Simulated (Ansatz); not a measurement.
Coupled-cluster diagnostics for Al₂Sb⁺ (the lowest singlet isomer of a short search), Ansatz.

Geometry of the singlet (r2SCAN-D4/def2-TZVP):

```csv
atom,x (Å),y (Å),z (Å)
Al1,1.0681,0.0236,-0.9614
Al2,-0.7984,1.1935,0.0629
Sb3,-0.2697,-1.2171,0.8985
```

In the def2 sets Sb takes a core potential; there is no spin–orbit coupling. Correlated methods freeze 14 core orbitals; core or outer-core shells of Sb are correlated, in sets that lack core-valence functions. The structure comes from a short search, and lower isomers may exist.

Geometry of the charge 1 triplet (r2SCAN-D4/def2-TZVP):

```xyz
3

Al   -0.5358    1.4835   -0.6503
Al   -0.3374   -1.6282   -0.3822
Sb    0.8732    0.1447    1.0326
```

Geometry of the charge 1 quintet (r2SCAN-D4/def2-TZVP):

```xyz
3

Al   -1.2662    1.0683   -0.1314
Al    0.3043   -0.9346    1.3400
Sb    0.9618   -0.1337   -1.2086
```

Q: Estimate the CCSD(T) correlation energy, the shares of MP2 and (T), T1 and the reference's ⟨S²⟩ for: charge 1, singlet, own geometry in def2-TZVPP; charge 1, triplet, own geometry in def2-TZVPP; charge 1, quintet, own geometry in def2-TZVPP; and the rough time on 2 threads of Arm Neoverse V2 on a shared host.

A: 
| state | basis | correlation (eV) | MP2 share (%) | (T) share (%) | T1 | ⟨S²⟩ (pure) | wall time | remarks |
| --- | --- | --- | --- | --- | --- | --- | --- | --- |
| charge 1, singlet, own geometry | def2-TZVPP | -13.125 | 95.0 | 5.7 | 0.026 | 0.00 (0.00) | 9.5 s | large T1, restricted SCF unstable |
| charge 1, triplet, own geometry | def2-TZVPP | -11.935 | 94.7 | 4.5 | 0.024 | 2.11 (2.00) | 13 s | – |
| charge 1, quintet, own geometry | def2-TZVPP | -11.316 | 93.5 | 4.0 | 0.023 | 6.08 (6.00) | 12 s | – |
Customary marks for T1 are 0.02 (closed shells), 0.045 (open shells) and about 0.05 (3d metals). T1 exceeds 0.02 in 3 of 3 rows and 0.045 in 0; the higher it lies, the less the single-reference result can be trusted.
